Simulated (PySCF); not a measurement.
## Correlation energy of Sn (tin, neutral)

Starting occupation: [Kr] 4d10 5s2 5p2, 5p1/2 with m_j = -1/2, +1/2. Calculation: PySCF 2.14, in x2c-TZVPPall-2c with one added diffuse shell each of s, p, d, f type (9s10p6d3f, 90 functions); X2C-1e with screened-nucleus spin-orbit coupling, Gaussian nucleus. Frozen: [Kr]; 14 electrons correlated; the 14 highest virtual spinors left out.

MP2 pair energies summed by pair of shells (mhartree):

| pair | energy | share (%) |
| --- | --- | --- |
| 4d-4d | -167.93 | 56.6 |
| 4d-5s | -55.85 | 18.8 |
| 4d-5p | -28.37 | 9.6 |
| 5p-5s | -26.51 | 8.9 |
| 5s-5s | -13.21 | 4.5 |
| 5p-5p | -4.73 | 1.6 |

Total MP2 correlation energy: -296.60 mhartree.

The virtual space was cut to 110 spinors, which keep -296.59 of the -296.60 mhartree of MP2 correlation.

```json
{"level": "CCSD", "correlation energy (mhartree)": "-290.97"}
{"level": "(T)", "correlation energy (mhartree)": "-7.29"}
{"level": "CCSD(T)", "correlation energy (mhartree)": "-298.26"}
```

Diagnostics: T1 = 0.028, largest double amplitude 0.094.

Question: Is a single reference adequate?

Answer: Mostly. T1 lies below 0.03, but a double amplitude of this size points to a near-degeneracy that CCSD handles and MP2 describes poorly.

The GHF reference relaxed away from the jj start to a determinant that is no pure jj level (⟨S²⟩ = 1.96, ⟨J²⟩ = 1.37); the energies belong to that determinant.

This basis was not built for core-valence correlation, so the inner-shell part is incomplete.
